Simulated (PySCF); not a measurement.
**Polarisability and C₆ of Sc⁺ (scandium, charge +1)**

[Ar] 3d1 4s1, high-spin 3D determinant. Computed with PySCF 2.14 in aug-cc-pwCVTZ (10s9p7d4f3g, 127 functions), with no relativity, point nucleus. Coupled (time-dependent) response in atomic units; α is the mean over directions.

```csv
method,mean α (bohr³),"α xx, yy, zz",C₆ (like pair),S(−4)
revPBE,63.52,"62.02, 62.02, 66.52",440.2,3599
```

S(−4) is the Cauchy moment in α(ω) = α(0) + S(−4) ω² + …

α(iu) at revPBE:

```csv
u (hartree),α(iu) (bohr³)
0,63.52
0.0500,55.72
0.100,41.20
0.200,21.53
0.300,13.11
0.500,6.973
0.750,4.357
1.00,3.142
1.50,1.933
2.00,1.320
3.00,0.7275
5.00,0.3203
```

A single London oscillator, α(iu) = α/(1 + u²/ω²), gives C₆ = (3/4) ω α². Matching the computed C₆ needs ω = 4 × 440.2 / (3 × 63.52²) = 0.145 hartree.

For an ion, C₆ is the dispersion term alone; charge-induced terms of lower order in 1/R come first.

The components differ because the open shell of this determinant is not spherical; for a pure term their mean is the scalar polarisability.
